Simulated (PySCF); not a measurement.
An element was calculated at UHF (PySCF 2.14, spin-free X2C, a double-zeta basis, no spin-orbit coupling), in the ground configurations that NIST lists.

| Item | Value |
| --- | --- |
| first ionisation energy | 4.863 eV |
| second ionisation energy | 10.802 eV |
| third ionisation energy | 18.590 eV |

Question: Which element is it?

Answer: Dysprosium (Dy, Z = 66), in cc-pVDZ-X2C. NIST lists 5.939, 11.647 ± 0.02, 22.89 ± 0.03 eV for these ionisation energies.
